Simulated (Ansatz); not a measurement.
Molecule: difluoroborinic acid, sum formula HBOF2, charge 0, multiplicity 1. 
Coordinates optimised at B3LYP-D3(BJ)/def2-TZVP (Ansatz, an electronic-structure program):
```
B
F 1 1.3217
F 1 1.3324 2 118.24
O 1 1.3483 2 119.47 3 180.00
H 4 0.9626 1 114.10 2 -180.00
```
Charge 0, spin multiplicity 1.

Wanted: vertical triplet-singlet gap (E(triplet) - E(singlet); each state is the SCF solution reached for its spin), in kcal/mol. Cores are frozen in the correlated levels unless marked. UHF or UKS for open shells. Spin-orbit coupling is left out. No relativistic terms. Basis-set limits of correlation are two-point, X^-3; Hartree-Fock from the larger set. The bracket is a focal-point correction in the basis named.

```csv
level,program,vertical triplet-singlet gap (kcal/mol)
HF/aug-cc-pVQZ,Ansatz,181.7
PBE/def2-TZVPD,Ansatz,194.5
r2SCAN/def2-TZVPD,Ansatz,197.8
PBE0/def2-TZVPD,Ansatz,200.1
```

Task: What does RI-MP2/CBS(aug-cc-pVTZ,aug-cc-pVQZ)+[CCSD(T)-MP2]/aug-cc-pVTZ (Ansatz) give?

Result: 209.1 kcal/mol, so PBE0/def2-TZVPD differs from it by -9.0 kcal/mol.
